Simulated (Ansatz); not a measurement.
Reaction (redistribution): `C[O][GeH2][Cl]` + `[NH2][In]([OH])[Br]` → `C[O][GeH]([OH])[Cl]` + `[NH2][InH][Br]`

Isolated molecules relaxed with PBE0-D4/def2-TZVP in Ansatz; ΔE leaves out vibrations. CCSD(T)/CBS is the MP2 limit (def2-TZVPP, def2-QZVPP) plus CCSD(T) − MP2 in def2-TZVPP, frozen cores. Functionals use def2-TZVPP. def2 core potentials past Kr. For Br, Ge, In outer-core shells are correlated without core-valence functions, which leaves a few kJ/mol of doubt a bond. Scalar relativity is left out up to krypton. Each species was taken in one conformer, which may not be the lowest.

Problem. Is it downhill or uphill in electronic energy at CCSD(T)/CBS, and by how much? (An estimate is asked.)

Solution. Ansatz gave: Downhill: ΔE = -29.3 kJ/mol.

Problem. What do these levels give: revPBE, CAM-B3LYP, LC-ωPBE, HF/def2-TZVPP, SCS-MP2/def2-TZVPP, MP2/CBS(def2)? (An estimate is asked.)

Solution. Computed: revPBE -24.7, CAM-B3LYP -36.8, LC-ωPBE -35.5, HF/def2-TZVPP -42.9, SCS-MP2/def2-TZVPP -33.9, MP2/CBS(def2) -28.1 kJ/mol.

Largest T1 diagnostic among the species: 0.013.

At CCSD(T), def2-SVP lies −9.3 kJ/mol from the extrapolated value and def2-TZVPP −6.7 kJ/mol. The D4 term adds −3.1 kJ/mol with B3LYP and −1.6 kJ/mol with PBE0; it sums over pairs of atoms, weighted by their polarisabilities, and B3LYP, whose exchange is more repulsive, gets the larger term.

B3LYP here is the variant with VWN-RPA as its local correlation; programs differ in this.
